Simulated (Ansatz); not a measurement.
All numbers were calculated with Ansatz.

A structure relaxed at PBE0-D4/def2-TZVP, charge 0, multiplicity 1:

| atom | x (Å) | y (Å) | z (Å) |
| --- | --- | --- | --- |
| C1 | -0.2436 | -0.3076 | -1.5395 |
| C2 | -0.0382 | -0.2283 | -0.2293 |
| C3 | 0.0921 | -1.4232 | 0.6612 |
| Ge4 | 0.1008 | 1.5319 | 0.5716 |
| F5 | -0.0782 | 2.6774 | -0.7340 |
| H6 | -0.3295 | -1.2714 | -2.0373 |
| H7 | -0.3333 | 0.5771 | -2.1604 |
| H8 | 1.0631 | -1.4401 | 1.1670 |
| H9 | -0.6713 | -1.4224 | 1.4462 |
| H10 | -0.0089 | -2.3512 | 0.0932 |
| H11 | -1.0317 | 1.8441 | 1.5652 |
| H12 | 1.4786 | 1.8136 | 1.1961 |

Task: Give its formula and SMILES.

Result: C3H7FGe, `C=[C](C)[GeH2][F]`.

Task: Point group (tolerance 0.08 Å, 0.16 Å for H)?

Result: Cs.

Task: Summarise the bond lengths by kind.

Result: 2 × C–C 1.329 to 1.496 Å; 5 × C–H 1.085 to 1.095 Å; 1 × C–Ge 1.939 Å; 1 × F–Ge 1.746 Å; 2 × Ge–H 1.539 Å.
